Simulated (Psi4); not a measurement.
thiooxirane (C$_{2}$H$_{4}$S), singlet, at a GFN2-xTB geometry; PBE/3-21G (Psi4).

Psi4 was given this input:
```
memory 2 GB

molecule mol {
0 1
  C     0.011731   -0.727088   -0.798507
  S     0.002623   -0.013849    0.853379
  C    -0.016566    0.752614   -0.774407
  H    -0.888815   -1.259810   -1.072144
  H     0.930506   -1.224936   -1.077171
  H     0.882335    1.294024   -1.036144
  H    -0.936987    1.259150   -1.031117
}

set basis 3-21g
set reference rks

energy('pbe')
print_variables()
```

It wrote (shortened):

```
   => Loading Basis Set <=

    Name: 3-21G
    Role: ORBITAL
    Keyword: BASIS

         ---------------------------------------------------------
                                   SCF
               by Justin Turney, Rob Parrish, Andy Simmonett
                          and Daniel G. A. Smith
                              RKS Reference
         ---------------------------------------------------------

  ==> Geometry <==

    Molecular point group: c1
    Full point group: C1

    Geometry (in Angstrom), charge = 0, multiplicity = 1:

       Center              X                  Y                   Z               Mass
    ------------   -----------------  -----------------  -----------------  -----------------
         C            0.011518006594    -0.725962967174    -0.867832359447    12.000000000000
         S            0.002410006594    -0.012723967174     0.784053640553    31.972071174400
         C           -0.016778993406     0.753739032826    -0.843732359447    12.000000000000
         H           -0.889027993406    -1.258684967174    -1.141469359447     1.007825032230
         H            0.930293006594    -1.223810967174    -1.146496359447     1.007825032230
         H            0.882122006594     1.295149032826    -1.105469359447     1.007825032230
         H           -0.937199993406     1.260275032826    -1.100442359447     1.007825032230

  Running in c1 symmetry.

  Rotational constants: A =      0.73674  B =      0.36913  C =      0.27245 [cm^-1]
  Rotational constants: A =  22086.96427  B =  11066.34512  C =   8167.70652 [MHz]
  Nuclear repulsion =  101.924328302482792

  Charge       = 0
  Multiplicity = 1
  Electrons    = 32
  Nalpha       = 16
  Nbeta        = 16

  ==> Algorithm <==

  SCF Algorithm Type is DF.
  DIIS enabled.
  MOM disabled.
  Fractional occupation disabled.
  Guess Type is SAD.
  Energy threshold   = 1.00e-06
  Density threshold  = 1.00e-06
  Integral threshold = 1.00e-12

  ==> Primary Basis <==

  Basis Set: 3-21G
    Blend: 3-21G
    Number of shells: 25
    Number of basis functions: 39
    Number of Cartesian functions: 39
    Spherical Harmonics?: false
    Max angular momentum: 1

  ==> DFT Potential <==

   => LibXC <=

    Version 7.1.2
    S. Lehtola, C. Steigemann, M. J. T. Oliveira, and M. A. L. Marques,  SoftwareX 7, 1–5 (2018) (10.1016/j.softx.2017.11.002)

   => Composite Functional: PBE <=

    PBE GGA Exchange-Correlation Functional

    J.P. Perdew et. al., Phys. Rev. Lett., 77(18), 3865-3868, 1996

    Deriv               =              1
    GGA                 =           TRUE
    Meta                =          FALSE

    Exchange Hybrid     =          FALSE
    MP2 Hybrid          =          FALSE

   => Exchange Functionals <=

    1.0000     XC_GGA_X_PBE

   => Correlation Functionals <=

    1.0000     XC_GGA_C_PBE

   => LibXC Density Thresholds  <==

    XC_GGA_C_PBE:  1.00E-12
    XC_GGA_X_PBE:  1.00E-15

   => Molecular Quadrature <=

    Radial Scheme          =       TREUTLER
    Pruning Scheme         =           NONE
    Nuclear Scheme         =       TREUTLER

    Blocking Scheme        =         OCTREE
    BS radius alpha        =              1
    Pruning alpha          =              1
    Radial Points          =             75
    Spherical Points       =            302
    Total Points           =         149463
    Total Blocks           =           1194
    Max Points             =            256
    Max Functions          =             39
    Weights Tolerance      =       1.00E-15

   => Loading Basis Set <=

    Name: (3-21G AUX)
    Role: JKFIT
    Keyword: DF_BASIS_SCF

  ==> Integral Setup <==

  SCF_SUBTYPE=INCORE selected. In-core MEM_DF algorithm will be used.
  Using in-core AOs.

  ==> MemDFJK: Density-Fitted J/K Matrices <==

    J tasked:                   Yes
    K tasked:                    No
    wK tasked:                   No
    Algorithm:                 Core
    Schwarz Cutoff:           1E-12
    Mask sparsity (%):       0.2630
    Fitting Condition:        1E-10

   => Auxiliary Basis Set <=

  Basis Set: (3-21G AUX)
    Blend: DEF2-UNIVERSAL-JKFIT
    Number of shells: 112
    Number of basis functions: 413
    Number of Cartesian functions: 413
    Spherical Harmonics?: false
    Max angular momentum: 4

  Minimum eigenvalue in the overlap matrix is 2.1260448920E-02.
  Reciprocal condition number of the overlap matrix is 4.7045303374E-03.
    Using symmetric orthogonalization.

  ==> Pre-Iterations <==

  SCF Guess: Superposition of Atomic Densities via on-the-fly atomic UHF (no occupation information).

   -------------------------
    Irrep   Nso     Nmo
   -------------------------
     A         39      39
   -------------------------
    Total      39      39
   -------------------------

  ==> Iterations <==

                           Total Energy        Delta E     RMS |[F,P]|

   @DF-RKS iter SAD:  -473.95793066423704   -4.73958e+02   0.00000e+00
   @DF-RKS iter   1:  -473.90719634602061    5.07343e-02   1.47447e-02 DIIS/ADIIS
   @DF-RKS iter   2:  -473.72127973908243    1.85917e-01   1.98844e-02 DIIS/ADIIS
   @DF-RKS iter   3:  -474.06643394301199   -3.45154e-01   3.47400e-03 DIIS/ADIIS
   @DF-RKS iter   4:  -474.07811268598556   -1.16787e-02   8.26731e-04 DIIS/ADIIS
   @DF-RKS iter   5:  -474.07882749553545   -7.14810e-04   7.15263e-05 DIIS
   @DF-RKS iter   6:  -474.07883303237429   -5.53684e-06   7.04327e-06 DIIS
   @DF-RKS iter   7:  -474.07883310541496   -7.30407e-08   1.04653e-06 DIIS
   @DF-RKS iter   8:  -474.07883310672037   -1.30541e-09   9.12099e-08 DIIS
  Energy and wave function converged.

  ==> Post-Iterations <==

   Electrons on quadrature grid:
      Ntotal   =   32.0000041220 ; deviation = 4.122e-06

    Orbital Energies [Eh]
    ---------------------

    Doubly Occupied:

[...]
      16A     -0.189911

    Virtual:

[...]
    Final Occupation by Irrep:
              A
    DOCC [    16 ]
    NA   [    16 ]
    NB   [    16 ]

  @DF-RKS Final Energy:  -474.07883310672037

   => Energetics <=

    Nuclear Repulsion Energy =            101.9243283024827917
    One-Electron Energy =                -854.0277386616722879
    Two-Electron Energy =                 315.7057636830351726
    DFT Exchange-Correlation Energy =     -37.6811864305659938
    Empirical Dispersion Energy =           0.0000000000000000
    VV10 Nonlocal Energy =                  0.0000000000000000
    Total Energy =                       -474.0788331067203671

Computation Completed

Properties will be evaluated at   0.000000,   0.000000,   0.000000 [a0]

Properties computed using the SCF density matrix

 Multipole Moments:

 ------------------------------------------------------------------------------------
     Multipole            Electronic (a.u.)      Nuclear  (a.u.)        Total (a.u.)
 ------------------------------------------------------------------------------------

 L = 1.  Multiply by 2.5417464519 to convert [e a0] to [Debye]
 Dipole X            :          0.0104927           -0.0128856           -0.0023929
 Dipole Y            :         -0.0553992            0.0680321            0.0126329
 Dipole Z            :          3.4137206           -4.1921826           -0.7784620
 Magnitude           :                                                    0.7785682

 ------------------------------------------------------------------------------------

  Variable Map:
  ----------------------------------------------------------------------------
[...]
  Array Variable Map:
  ----------------------------------------------------------------------------
[...]
[...]
```
